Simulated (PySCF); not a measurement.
# Electronic structure of Cl⁺ (chlorine, charge +1) at the UHF level

Configuration: [Ne] 3s2 3p4, high-spin 3P determinant. Computed with PySCF 2.14 in 6-31G*, with the non-relativistic Hamiltonian (point nucleus).

```json
{
 "Total energy": "-459.013539 hartree",
 "One-electron energy": "-627.2754 hartree",
 "Hartree (Coulomb) energy": "195.5212 hartree",
 "Exchange energy": "-27.2593 hartree",
 "Kinetic energy": "459.06835 hartree",
 "⟨S²⟩": "2.0062",
 "⟨L²⟩": "2.019",
 "Sum of ⟨r⟩": "13.36 bohr",
 "Sum of ⟨r²⟩": "20.81 bohr²",
 "Traceless quadrupole moment −½Σ⟨3z² − r²⟩ along its main axis": "-1.52 e·bohr²",
 "Density at the nucleus (Gaussians lack the cusp)": "3030 bohr⁻³",
 "Spin density at the nucleus": "0.315 bohr⁻³",
 "Langevin diamagnetic susceptibility": "-16.5 ×10⁻⁶ cm³/mol",
 "Time after the integrals": "0.04 s of wall time on 1 thread of Neoverse-V2 (shared host)"
}
```

| shell | electrons | mean orbital energy (hartree) | spread (hartree) | rms radius, mean of both spins (bohr) |
| --- | --- | --- | --- | --- |
| 1s α | 1 | -105.35648 | 0 | 0.106 |
| 1s β | 1 | -105.33115 | 0 | 0.106 |
| 2s α | 1 | -11.08389 | 0 | 0.481 |
| 2s β | 1 | -11.05884 | 0 | 0.481 |
| 2p α | 3 | -8.55734 | 0.02855 | 0.451 |
| 2p β | 3 | -8.51299 | 0.01875 | 0.451 |
| 3s α | 1 | -1.60020 | 0 | 1.62 |
| 3s β | 1 | -1.34366 | 0 | 1.62 |
| 3p α | 3 | -0.96802 | 0.08001 | 1.86 |
| 3p β | 1 | -0.86239 | 0 | 1.86 |
